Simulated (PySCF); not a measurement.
Compound: C5H16N2Si2.
Structure used (PBE0-D3(BJ)/def2-SVP), in Å, numbered top down from 1:
```
atom  x, y, z in Å
C1     2.3903   -0.4791   -1.4288
N2     1.5785   -0.0527   -0.3168
C3     2.2588    0.8341    0.5917
Si4    0.2690   -1.0754    0.2352
C5    -0.9430   -1.4735   -1.1778
C6    -2.3674   -1.4847   -0.5968
C7    -2.6866   -0.1941    0.1697
Si8   -1.3380    0.1173    1.4756
N9    -1.0936    1.8173    1.7737
H10    2.7587    0.3907   -2.0050
H11    1.8057   -1.1054   -2.1206
H12    3.2809   -1.0662   -1.1197
H13    2.6510    1.7179    0.0535
H14    3.1218    0.3631    1.1086
H15    1.5621    1.1996    1.3616
H16    0.7505   -2.3708    0.8428
H17   -0.8531   -0.6642   -1.9249
H18   -0.7168   -2.4183   -1.6964
H19   -3.1074   -1.6520   -1.3983
H20   -2.4741   -2.3490    0.0852
H21   -2.6718    0.6677   -0.5230
H22   -3.6946   -0.2177    0.6138
H23   -1.6913   -0.4861    2.7990
H24   -0.7624    2.1154    2.6838
H25   -0.6865    2.3925    1.0441
```

Probes without a nucleus sit at each ring's centroid and 1 Å off its mean plane on both sides; NICS is minus the shielding there, NICSzz its component along the normal. Level: GIAO KT3/pcSseg-1 (PySCF, non-relativistic, gas phase) on the PBE0-D3(BJ)/def2-SVP geometry, one conformer.

Ring bond lengths (Å): Si4–C5 1.904, C5–C6 1.538, C6–C7 1.535, C7–Si8 1.903, Si8–Si4 2.354.

**Question.** Give the NICS values of each ring in ppm.

**Answer.** 
| ring | type | NICS(0) | NICS(1), two faces | NICS(1)zz, two faces | rms pucker (Å) | centre to ring atoms, mean (Å) |
| --- | --- | --- | --- | --- | --- | --- |
| Si4–C5–C6–C7–Si8 | 5-membered ring with 2 Si; formal bonds all single | -3.1 | -2.4 / -3.9 | 2.1 / -2.6 | 0.21 | 1.53 |

**Question.** What do they say, and how far can they be read as aromaticity?

**Answer.** 
- Si4–C5–C6–C7–Si8: mean NICS(1)zz -0.2 ppm, near zero. Si4, C5, C6, C7, Si8 have four or more neighbours, so the value isn't read as a sign of a π ring current. The two faces differ by 4.7 ppm, so no symmetry operation interchanges them.

**Question.** At the second NICS(1) probe listed for ring Si4–C5–C6–C7–Si8, 1 Å off the ring, how large is the induced field along the normal in 7.05 T applied along it?

**Answer.** NICSzz × B0 = -2.6 ppm × 7.05 T = -18 μT, against the applied field.

**Question.** What are the shieldings of the ring atoms and their hydrogens in the same run (means over atoms taken as equivalent)?

**Answer.** 
| atoms | environment | σ isotropic (ppm) | principal values of the symmetric part, first atom (ppm) |
| --- | --- | --- | --- |
| Si4 | SiH silicon | 391.7 | 328.6, 388.9, 457.7 |
| C5 | sp3 carbon bound to silicon | 163.0 | 152.5, 157.1, 179.3 |
| C6 | ring CH2 carbon | 159.9 | 145.3, 166.5, 167.9 |
| C7 | sp3 carbon bound to silicon | 162.5 | 147.6, 154.7, 185.3 |
| Si8 | SiH silicon | 383.9 | 323.9, 394.1, 433.7 |
| H16 | Si–H hydrogen | 26.72 | 23.1, 25.2, 31.9 |
| H17 | methylene hydrogen | 30.75 | 26.8, 29.9, 35.5 |
| H18 | methylene hydrogen | 29.73 | 24.5, 28.7, 36.0 |
| H19 | methylene hydrogen | 29.15 | 23.2, 27.7, 36.5 |
| H20 | methylene hydrogen | 30.50 | 26.1, 28.4, 37.0 |
| H21 | methylene hydrogen | 30.80 | 27.6, 29.1, 35.7 |
| H22 | methylene hydrogen | 29.76 | 25.1, 27.7, 36.5 |
| H23 | Si–H hydrogen | 26.70 | 23.8, 25.2, 31.1 |

**Question.** How do the values depend on the level or the medium?

**Answer.** 
```csv
level,"NICS(0), Si4–C5–C6–C7–Si8","mean NICS(1)zz, Si4–C5–C6–C7–Si8"
"KT3/pcSseg-1, gas",-3.1,-0.2
"PBE0/pcSseg-1, gas",-3.4,-0.2
"PBE0/pcSseg-1, IEF-PCM dichloromethane",-3.4,-0.2
"PBE0/pcSseg-1, IEF-PCM tetrahydrofuran",-3.4,-0.2
```

The geometry is the same throughout; the continuum's cavity takes Bondi-type radii × 1.2.

On one thread of an Arm Neoverse V1, shared host with 32 logical CPUs at a one-minute load of 14, this took 98 s wall and 1.0 GiB of memory at its peak. This is the whole shielding run at KT3/pcSseg-1, SCF included.
